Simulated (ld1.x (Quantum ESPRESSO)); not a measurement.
## Which change was made? (Br, TM)

ld1.x (Quantum ESPRESSO) 7.5 input, shortened:

```
&input
   title='Br', zed=35., rel=1, dft='PBE', iswitch=3,
   config='[Ar] 3d10 4s2 4p5 4d-2'
 /
 &inputp
   pseudotype=2, tm=.true., lloc=0,
   nlcc=.true., rcore=0.75
 /
3
4P  2  1   5.00   0.00  1.40  1.40  0.0
4D  3  2  -2.00  -0.15  1.20  1.20  0.0
4S  1  0   2.00   0.00  1.40  1.40  0.0
 &test
   configts(1)='4s2 4p5'
 /
```

Cutoffs, loose and tight: the cutoffs (Ry, on a coarse ladder) from which the occupation-weighted sum of valence levels, in a spherical-Bessel basis at the reference potential, stays within 10 and 1 mRy of its value at 400 Ry. They do not see the model core or the augmentation charge, which bear on the density cutoff. Test errors are all-electron minus pseudo excitation energies from the reference, over the configurations 4s2 4p4; 4s2 4p3; 4s2 4p2; 4s1 4p6; 4s1 4p5; 4s2 4p5.3; 4s2 4p4.5; variants that change the core or the reference have their own tests. The largest error is taken over the tests solved by every variant that gives reliable tests at all, those not shown here included: 4s1 4p5; 4s2 4p2; 4s2 4p3; 4s2 4p4; 4s2 4p4.5; 4s2 4p5.3.

The base gives: outcome: generated; cutoff, loose: 50 Ry; cutoff, tight: 100 Ry; bound ghosts: p, d; largest test error (meV): -49.

**Question.** After one change the result is: outcome: generated; cutoff, loose: 60 Ry; cutoff, tight: 120 Ry; bound ghosts: p, d; largest test error (meV): -55. Which change was it?
A. wave 4p (bound): rc 1.40 bohr becomes 4p (bound): rc 1.30 bohr
B. wave 4p (bound): rc 1.40 bohr becomes 4p (bound): rc 1.16 bohr
C. wave 4p (bound): rc 1.40 bohr becomes 4p (bound): rc 1.72 bohr
D. wave 4p (bound): rc 1.40 bohr becomes 4p (bound): rc 2.00 bohr

**Answer.** A. The others give: wave 4p (bound): rc 1.40 bohr becomes 4p (bound): rc 2.00 bohr → outcome: generated; cutoff, loose: 45 Ry; cutoff, tight: 60 Ry; bound ghosts: p, d; largest test error (meV): -67 | wave 4p (bound): rc 1.40 bohr becomes 4p (bound): rc 1.72 bohr → outcome: generated; cutoff, loose: 45 Ry; cutoff, tight: 70 Ry; bound ghosts: d; largest test error (meV): -47 | wave 4p (bound): rc 1.40 bohr becomes 4p (bound): rc 1.16 bohr → outcome: generated; cutoff, loose: 100 Ry; cutoff, tight: 230 Ry; bound ghosts: p, d; largest test error (meV): -90.
